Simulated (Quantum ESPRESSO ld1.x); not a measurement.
Results of a calculation; reference values are marked as such.
Species: the osmium ion Os39+. Configuration: [Kr] 4d1.

Code: ld1.x of Quantum ESPRESSO 7.5. Model: scalar-relativistic Kohn-Sham, relativistic LDA (MacDonald-Vosko exchange, VWN5 correlation), spin-unpolarised, spherical densities, point nucleus.

Energy parts (eV):
| part | energy |
|---|---|
| total | -442933.8 |
| kinetic | 491986.4 |
| electron-nucleus | -1027760.9 |
| Hartree | 98983.8 |
| exchange-correlation | -6143.0 |

Orbitals (lengths in bohr, moments of r in powers of bohr):
orbital,occ.,eigenvalue (eV),<r>,<r^2>
1s,2,-75118.8,0.01781,0.0004370
2s,2,-14543.9,0.07513,0.006681
2p,6,-12909.3,0.06742,0.005553
3s,2,-4673.09,0.1924,0.04229
3p,6,-4190.73,0.1923,0.04279
3d,10,-3663.45,0.1733,0.03502
4s,2,-2122.55,0.3908,0.1716
4p,6,-1943.81,0.4026,0.1833
4d,1,-1737.40,0.4005,0.1833

The highest occupied level is 4d at -1737.4 eV. For comparison, the ionisation energy in NIST's Atomic Spectra Database is 1776 eV (theoretical). In exact Kohn-Sham theory the highest level is minus the ionisation energy, but local and semilocal functionals leave it too shallow, through self-interaction and a potential that decays too fast; potentials with the right tail come closer. Summed over all electrons, <r^2> = 2.365 bohr^2, which gives a Langevin (diamagnetic) susceptibility term of -1.87 x 10^-6 cm^3/mol. The density falls to 0.001 e/bohr^3 at r = 1.04 bohr.

Beside tabulated values, note that spin-unpolarised runs miss the spin-polarisation part of the exchange energy of open shells.
